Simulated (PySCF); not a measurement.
Compound: B2F2H5PSi.
Bonds: B1–P2, P2–Si3, Si3–B4, B4–F5, B4–F6. Hydrogens: H7, H8 on B1; H9 on P2; H10, H11 on Si3.

Method used: PBE0-D3(BJ)/def2-SVP geometry optimisation, gas phase in PySCF 2.14.0.

Question: Give the optimised bond lengths and angles.

Answer: 
| bond | length (bohr) | order |
| --- | --- | --- |
| B1–P2 | 3.508 | single |
| P2–Si3 | 4.257 | single |
| Si3–B4 | 3.828 | single |
| B4–F5, B4–F6 | 2.493 | single |
| B1–H7, B1–H8 | 2.279 | single |
| P2–H9 | 2.685 | single |
| Si3–H10, Si3–H11 | 2.820 | single |

Bonds in one row agree within 0.02 bohr and their mean is given. Orders are formal, as drawn. A selection of angles:
| angle | degrees |
| --- | --- |
| P2–B1–H7 | 120.2 |
| P2–B1–H8 | 118.3 |
| H7–B1–H8 | 121.1 |
| B1–P2–Si3 | 105.2 |
| B1–P2–H9 | 106.0 |
| Si3–P2–H9 | 104.1 |
| P2–Si3–B4 | 108.2 |
| P2–Si3–H10 | 105.0 |
| P2–Si3–H11 | 109.1 |
| B4–Si3–H10 | 111.2 |
| B4–Si3–H11 | 112.5 |
| H10–Si3–H11 | 110.5 |
| Si3–B4–F5 | 120.5 |
| Si3–B4–F6 | 122.8 |
| F5–B4–F6 | 116.5 |

Torsions: B1–P2–Si3–B4 55° (synclinal); P2–Si3–B4–F5 -74° (synclinal). The mirror-image conformer, all signs reversed, is as good.

Si3 (SiH2 silicon) is distorted tetrahedral (angles from 105.0° to 112.5°). P2 (three-coordinate phosphorus) is pyramidal (angles 106.0°, 105.2° and 104.1°, sum 315.3°, 0.71 Å off the plane of its three neighbours). B4 (three-coordinate boron) is planar (angles 122.8°, 120.5° and 116.5°, sum 359.9°, 0.03 Å off the plane of its three neighbours). B1 (three-coordinate boron) is planar (angles 121.1°, 120.2° and 118.3°, sum 359.6°, 0.05 Å off the plane of its three neighbours).

Point group: C1 (no symmetry element, even within 0.4 Å). Not checked by PBE0-D3(BJ)/def2-SVP frequencies. The numbers are those of one conformer (H–B1–P2–Si3 -141° and 47°, B1–P2–Si3–B4 55°, P2–Si3–B4–F5 -74°).
